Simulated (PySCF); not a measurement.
Isomers of C3H10Si3, mass 130.009 u with the commonest isotopes. Method used: PySCF 2.14.0, PBE0-D3(BJ)/def2-SVP geometry optimisation, gas phase. One conformer each, none proved a minimum here; rigid rotors.

Question: Order these by rotational constant B, smallest first.
A. `[SiH3:1][C:2]#[C:3][SiH2:4][CH2:5][SiH3:6]` with C3–Si4–C5–Si6 58°
B. `CC#C[SiH]([SiH3])[SiH3]`
C. `[CH3:1][C:2]#[C:3][SiH2:4][SiH2:5][SiH3:6]` with C3–Si4–Si5–Si6 53°

Answer: A (707.1 MHz), C (959.1 MHz), B (988.8 MHz).

Question: Order these by out-of-plane moment Σ m c² = (Ia + Ib − Ic)/2, largest first.
A. `[CH3:1][C:2]#[C:3][SiH2:4][SiH2:5][SiH3:6]` with C3–Si4–Si5–Si6 53°
B. `[SiH3:1][C:2]#[C:3][SiH2:4][CH2:5][SiH3:6]` with C3–Si4–C5–Si6 58°
C. `CC#C[SiH]([SiH3])[SiH3]`

Answer: C (31.97 u·Å²), A (31.50 u·Å²), B (18.14 u·Å²).

Question: Order these by rotational constant C, largest first.
A. `CC#C[SiH]([SiH3])[SiH3]`
B. `[CH3:1][C:2]#[C:3][SiH2:4][SiH2:5][SiH3:6]` with C3–Si4–Si5–Si6 53°
C. `[SiH3:1][C:2]#[C:3][SiH2:4][CH2:5][SiH3:6]` with C3–Si4–C5–Si6 58°

Answer: B (714.2 MHz), A (699.3 MHz), C (588.8 MHz).

| SMILES | point group | Ia (u·Å²) | Ib (u·Å²) | Ic (u·Å²) | κ | μa (D) | μb (D) | μc (D) |
| --- | --- | --- | --- | --- | --- | --- | --- | --- |
| CC#C[SiH]([SiH3])[SiH3] | near Cs | 275.56 | 511.11 | 722.74 | -0.49 | 1.71 | 0.00 | 0.31 |
| CC#C[SiH2][SiH2][SiH3] | C1 | 243.73 | 526.94 | 707.66 | -0.64 | 1.29 | 0.92 | 0.32 |
| [SiH3]C#C[SiH2]C[SiH3] | C1 | 179.84 | 714.70 | 858.25 | -0.89 | 0.49 | 0.12 | 0.64 |
